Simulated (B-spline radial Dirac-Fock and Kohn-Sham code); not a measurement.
Ba⁺ 4d3/2: cross section and angular parameters

System: barium as Ba⁺, configuration [Xe] 6s1; threshold 107.7 eV (orbital energy of the model). The computed values come from a radial B-spline solver: Dirac-Hartree-Slater photoionisation with a Latter tail; cross sections with all multipoles, angular parameters from the dipole term and its interference with E2.

Input file task.json (cfg lists n, l and occupation; rrms is the nuclear radius in fm):

```json
{"items": [{
  "Z": 56,
  "q": 1,
  "cfg": [[1, 0, 2], [2, 0, 2], [2, 1, 6], [3, 0, 2], [3, 1, 6], [3, 2, 10], [4, 0, 2], [4, 1, 6], [4, 2, 10], [5, 0, 2], [5, 1, 6], [6, 0, 1]],
  "A": 138,
  "rrms": 4.8378,
  "do": "xps",
  "hv": [60, 70.1, 84.6, 94.6, 95.9, 125.0, 150, 258.0, 342.0, 407.0, 444.0, 600, 759.0, 1110.0, 1253.6, 1260.0, 1700.0, 1990.0, 2000, 2430.0, 2860.0, 2984.4, 3520.0, 4000, 4480.0, 4840.0, 6280.0, 9090.0, 10700.0, 12000]
}]}
```

Command: `python xray2_run.py task.json out`

For linearly polarised light dσ/dΩ = σ/(4π) [1 + β P₂(cos θ) + (δ + γ cos²θ) sin θ cos φ], with θ from the polarisation vector and φ the angle between the beam and the projection of the electron momentum on the plane normal to the polarisation.

| hν (eV) | σ (kb) | β | γ | δ |
| --- | --- | --- | --- | --- |
| 125 | 1060 | 0.970 | -0.001 | -0.009 |
| 150 | 255 | 1.346 | -0.337 | 0.044 |
| 258 | 336 | -0.117 | 0.104 | 0.051 |
| 342 | 357 | 0.495 | 0.105 | 0.009 |
| 407 | 323 | 0.744 | 0.059 | 0.001 |
| 444 | 299 | 0.843 | 0.035 | -0.001 |
| 600 | 205 | 1.097 | -0.025 | 0.002 |
| 759 | 139 | 1.223 | -0.033 | 0.009 |
| 1110 | 64.6 | 1.332 | 0.038 | 0.022 |
| 1253.6 | 49.2 | 1.348 | 0.081 | 0.027 |
| 1260 | 48.6 | 1.348 | 0.083 | 0.027 |
| 1700 | 23.5 | 1.352 | 0.230 | 0.040 |
| 1990 | 15.6 | 1.338 | 0.326 | 0.048 |
| 2000 | 15.4 | 1.338 | 0.330 | 0.048 |
| 2430 | 9.08 | 1.306 | 0.462 | 0.059 |
| 2860 | 5.72 | 1.271 | 0.582 | 0.071 |
| 2984.4 | 5.06 | 1.260 | 0.615 | 0.074 |
| 3520 | 3.10 | 1.215 | 0.745 | 0.089 |
| 4000 | 2.10 | 1.176 | 0.850 | 0.102 |
| 4480 | 1.47 | 1.139 | 0.944 | 0.115 |
| 4840 | 1.15 | 1.112 | 1.010 | 0.126 |
| 6280 | 0.487 | 1.017 | 1.227 | 0.167 |
| 9090 | ? | ? | ? | ? |
| 10700 | 0.0753 | 0.805 | 1.635 | 0.292 |
| 12000 | 0.0495 | 0.758 | 1.712 | 0.327 |

**Question.** Give the values at 9090 eV.

**Answer.** σ = 0.135 kb, β = 0.870, γ = 1.517, δ = 0.247.
